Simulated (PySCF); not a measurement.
Al(Me)(SH)2 (CH5AlS2), SMILES [SH][Al]([SH])[CH3]. Heavy atoms are numbered as in [Al:1]([CH3:2])([SH:6])[SH:8]. Hydrogens are named by the atom that carries them.

Geometry optimised at PBE0-D3(BJ)/def2-SVP. One conformer was computed; it need not be the lowest.

Level of theory: PBE/def2-TZVP run with PySCF.

ESP charges are fitted to the potential on shells at 1.4 to 2.0 van der Waals radii. Atomic charges (e), one atom of each kind:

| atom | IAO | ESP fit |
|---|---|---|
| Al1 | 0.80 | ? |
| C2 (CH3) | -0.81 | ? |
| H on C2 | 0.17 | ? |
| S6 (SH) | -0.35 | -0.36 |
| H on S6 | 0.11 | 0.17 |

### Question
Complete the blanks. (The exact figures need the calculation; the answer reports its results.)

### Answer

- Al1, ESP fit: 0.39
- C2 (CH3), ESP fit: -0.07
- H on C2, ESP fit: 0.02
